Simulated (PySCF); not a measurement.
## Polarisability and C₆ of Mn⁺ (manganese, charge +1)

[Ar] 3d6, high-spin 5D determinant (an excited configuration). Computed with PySCF 2.14 in aug-cc-pwCVTZ-DK, with the spin-free X2C one-electron Hamiltonian (Gaussian nucleus). Coupled (time-dependent) response in atomic units; α is the mean over directions.

| method | mean α (bohr³) | α xx, yy, zz | C₆ (like pair) | S(−4) |
| --- | --- | --- | --- | --- |
| PBE0 | 11.85 | 13.15, 13.15, 9.237 | 41.96 | 231.6 |

S(−4) is the Cauchy moment in α(ω) = α(0) + S(−4) ω² + …

α(iu) at PBE0:

```tsv
u (hartree)	α(iu) (bohr³)
0	11.85
0.0500	11.32
0.100	10.18
0.200	7.946
0.300	6.420
0.500	4.679
0.750	3.480
1.00	2.718
1.50	1.810
2.00	1.304
3.00	0.7768
5.00	0.3704
```

For an ion, C₆ is the dispersion term alone; charge-induced terms of lower order in 1/R come first.

The components differ because the open shell of this determinant is not spherical; for a pure term their mean is the scalar polarisability.
